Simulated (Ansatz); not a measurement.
Gas-phase electronic energies from Ansatz, PBE0-D4/def2-TZVP geometries. CCSD(T)/CBS adds triple-zeta CCSD(T) − MP2 to the extrapolated MP2 energy (def2 sets, frozen cores). This one scheme is used for every species. For As outer-core shells are correlated without core-valence functions, which leaves a few kJ/mol of doubt a bond. Scalar relativity is left out up to krypton. Each species was taken in one conformer, which may not be the lowest.

Consider the cleavage of the B–As bond: `[SiH3]CB[AsH2]` + `C=N` → `C=NBC[SiH3]` + `[AsH3]`.

```csv
species,CCSD(T)/CBS(def2) energy (Eh)
`[SiH3]CB[AsH2]`,-2591.73639
`C=N`,-94.52360
`C=NBC[SiH3]`,-449.49862
`[AsH3]`,-2236.79077
```

(1) Work out ΔE.

Largest T1 diagnostic among the species: 0.014.

## Answers

(1) ΔE = (-449.49862) + (-2236.79077) − (-2591.73639) − (-94.52360) = -0.02940 Eh = -77.2 kJ/mol.

At CCSD(T), def2-SVP lies −24.5 kJ/mol from the extrapolated value and def2-TZVPP −0.7 kJ/mol. From PBE to PBE0 (25 % exact exchange), in def2-TZVPP and without D4, ΔE moves by +6.8 kJ/mol. The D4 term adds +4.5 kJ/mol with B3LYP and +2.2 kJ/mol with PBE0; it sums over pairs of atoms, weighted by their polarisabilities, and B3LYP, whose exchange is more repulsive, gets the larger term.

B3LYP here is the variant with VWN-RPA as its local correlation; programs differ in this.
